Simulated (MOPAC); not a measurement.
Input for MOPAC: PM6 on FeHO (SMILES [OH][Fe]), 2S+1 = 2, a spin state set in the input, which need not be the lowest.

```
PM6 1SCF PRECISE CHARGE=0 UHF MS=0.5 THREADS=1
FeHO

Fe    -0.84892683 1    -0.65730041 1    -0.84006514 1
O      0.27275604 1    -0.10975704 1     0.41264343 1
H      0.54300206 1     0.81442906 1     0.35710208 1
```

It printed:

```
*******************************************************************************
 **                                                                           **
 **                              MOPAC v23.2.5                                **
 **                                                                           **
 *******************************************************************************
 ** MOPAC's Digital Object Identifier: https://doi.org/10.5281/zenodo.6511958 **
 **                                                                           **
 ** Please cite the open-source release paper for use of this MOPAC version:  **
 ** J. E. Moussa and J. J. P. Stewart (2026)                                  **
 ** MOPAC: An open-source semiempirical molecular orbital program             **
 ** J. Open Source Softw., 11(119), 8025, https://doi.org/10.21105/joss.08025 **
 *******************************************************************************

                              PM6 CALCULATION RESULTS

 *******************************************************************************
 *  PM6        - The PM6 Hamiltonian to be used
 *  UHF        - UNRESTRICTED HARTREE-FOCK CALCULATION
 *
 *
 *
 *                 CHARGE ON SYSTEM = 0
 *
 *
 *
 *  MS=        - IN MECI, MAGNETIC COMPONENT OF SPIN =  0.5
 *  PRECISE    - TIGHTER CRITERIA TO BE USED
 *  1SCF       - DO 1 SCF AND THEN STOP
 *  THREADS=1  - MULTI-THREADING NOT USED
 *  T=         - A TIME OF 172800.0 SECONDS REQUESTED
 *  DUMP=N     - RESTART FILE WRITTEN EVERY 7200.0 SECONDS REQUESTED
 *******************************************************************************
PM6 1SCF PRECISE CHARGE=0 UHF MS=0.5 THREADS=1
 FeHO

   ATOM   CHEMICAL          X               Y               Z
  NUMBER   SYMBOL      (ANGSTROMS)     (ANGSTROMS)     (ANGSTROMS)

     1      Fe         -0.84892683  *  -0.65730041  *  -0.84006514  *
     2       O          0.27275604  *  -0.10975704  *   0.41264343  *
     3       H          0.54300206  *   0.81442906  *   0.35710208  *



          CARTESIAN COORDINATES

    NO.       ATOM           X           Y           Z

     1        Fe         -0.8489     -0.6573     -0.8401
     2         O          0.2728     -0.1098      0.4126
     3         H          0.5430      0.8144      0.3571

 General Reference for PM6:
 "Optimization of Parameters for Semiempirical Methods V: Modification of NDDO Approximations
 and Application to 70 Elements", J. J. P. Stewart, J. Mol. Mod., 13, 1173-1213 (2007)
 URL: https://link.springer.com/article/10.1007/s00894-007-0233-4

           Empirical Formula: H O Fe  =     3 atoms



      MOLECULAR POINT GROUP   :   Cs


          UHF CALCULATION, NO. OF ALPHA ELECTRONS =    8
                           NO. OF BETA  ELECTRONS =    7

 -------------------------------------------------------------------------------
 PM6 1SCF PRECISE CHARGE=0 UHF MS=0.5 THREADS=1
 FeHO



     1SCF WAS SPECIFIED, SO BFGS WAS NOT USED
     SCF FIELD WAS ACHIEVED


                              PM6 CALCULATION
                                                       MOPAC v23.2.5 Linux




          FINAL HEAT OF FORMATION =         65.91468 KCAL/MOL =     275.78703 KJ/MOL


          COSMO AREA              =         82.58 SQUARE ANGSTROMS
          COSMO VOLUME            =         68.25 CUBIC ANGSTROMS

          IONIZATION POTENTIAL    =          7.805640 EV
          ALPHA SOMO LUMO (EV)    =         -9.047  2.391
          BETA  SOMO LUMO (EV)    =         -7.806  3.262
          NO. OF ALPHA ELECTRONS  =          8
          NO. OF BETA  ELECTRONS  =          7
          MOLECULAR WEIGHT        =         72.8543         POINT GROUP:  Cs

          MOLECULAR DIMENSIONS (Angstroms)

            Atom       Atom       Distance
            H     3   Fe     1     2.35301
            O     2   Fe     1     0.65317
           Fe     1    H     3     0.00000


          SCF CALCULATIONS        =          1





   ATOM   CHEMICAL          X               Y               Z
  NUMBER   SYMBOL      (ANGSTROMS)     (ANGSTROMS)     (ANGSTROMS)

     1      Fe         -0.84892683  *  -0.65730041  *  -0.84006514  *
     2       O          0.27275604  *  -0.10975704  *   0.41264343  *
     3       H          0.54300206  *   0.81442906  *   0.35710208  *

                             CARTESIAN COORDINATES

   1   Fe       -0.848926830    -0.657300410    -0.840065140
   2    O        0.272756040    -0.109757040     0.412643430
   3    H        0.543002060     0.814429060     0.357102080


           Empirical Formula: H O Fe  =     3 atoms



      MOLECULAR POINT GROUP   :   Cs


          ALPHA EIGENVALUES
 -28.30483 -18.03110 -13.23458 -12.89985 -12.30764 -11.75718 -10.11235  -9.04735
   2.39052   2.62671   3.34424   3.91068   4.04667   5.57211


           BETA EIGENVALUES
 -28.81303 -17.39347 -15.58287 -12.26640 -10.91393  -9.26245  -7.80564   3.26184
   3.67530   4.05044   4.06545   4.12512   4.67750   5.61847


              NET ATOMIC CHARGES AND DIPOLE CONTRIBUTIONS

  ATOM NO.   TYPE          CHARGE      No. of ELECS.   s-Pop       p-Pop       d-Pop
    1         Fe           0.346052        7.6539     1.68813     0.00526     5.96056
    2          O          -0.655927        6.6559     1.62698     5.02894
    3          H           0.309875        0.6901     0.69013
 DIPOLE           X         Y         Z       TOTAL
 POINT-CHG.    -1.462     0.465    -2.165     2.654
 HYBRID        -0.026     0.185    -0.118     0.221
 SUM           -1.488     0.650    -2.283     2.802


          ATOMIC ORBITAL ELECTRON POPULATIONS

     Atom    s        px        py        pz      x^2-y^2     xz        z^2       yz        xy
    1 Fe   1.68813   0.00214   0.00085   0.00227   1.51813   0.98097   1.06330   1.35912   1.03904
    2  O   1.62698   1.77636   1.38954   1.86305
    3  H   0.69013


                    (SZ)    =    0.500000
                    (S**2)  =    1.890343


          ATOMIC ORBITAL SPIN POPULATIONS

    Atom   Total    s     px     py     pz   x^2-y^2  xz     z^2    yz     xy
         Atomic
    1 Fe  1.1977 -0.165 -0.000  0.000 -0.000 -0.226  0.410  0.100  0.215  0.865
    2  O -0.2483 -0.024 -0.139 -0.021 -0.064
    3  H  0.0506  0.051

 **********************
 *                    *
 * JOB ENDED NORMALLY *
 *                    *
 **********************




 == MOPAC DONE ==
```

The run finished. Its determinant has ⟨S²⟩ = 1.89, a mixture of spin states.

Cost: roughly 0.11 core-seconds.
